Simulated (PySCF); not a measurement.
**Electron correlation in Cs²⁺ (caesium, charge +2)**

[Kr] 4d10 5s2 5p5, 2P determinant. All numbers are calculated (PySCF 2.14, scalar relativity through the core potential, in def2-SVP with the def2 core potential (46 electrons)). Frozen: 5s2; 5 electrons correlated.

Total MP2 correlation energy: -12.55 mhartree.

Same-spin part -3.37 and opposite-spin part -9.18 mhartree; SCS-MP2 scales them by 1/3 and 6/5 to -12.13 mhartree.

```csv
level,correlation energy (mhartree)
CCSD,-14.73
(T),-0.12
CCSD(T),-14.85
```

Diagnostics: T1 = 0.0039, D1 = 0.0059, largest double amplitude 0.014.

Question: Is a single reference adequate?

Answer: Yes, within this model without spin-orbit coupling: T1 lies below 0.03 and no double amplitude reaches 0.07.
